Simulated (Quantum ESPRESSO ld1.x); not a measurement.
Problem. Ar V, 14 electrons, occupied as [Ne] 3s2 3p2. All-electron calculation, scalar-relativistic Kohn-Sham, HCTH/120, spin-unpolarised, spherical densities, point nucleus. Program: ld1.x of Quantum ESPRESSO 7.5. Some entries of the table are withheld. Estimate them.

orbital,occ.,eigenvalue (hartree),<r^2> (bohr^2)
1s,2,-117.2364,(1)
2s,2,(2),(3)
2p,6,-11.0399,(4)
3s,2,(5),1.789
3p,2,(6),2.055

Solution. 
(1) 1s <r^2> (bohr^2): 0.009898
(2) 2s eigenvalue (hartree): -13.4879
(3) 2s <r^2> (bohr^2): 0.2010
(4) 2p <r^2> (bohr^2): 0.1732
(5) 3s eigenvalue (hartree): -3.0129
(6) 3p eigenvalue (hartree): -2.4189
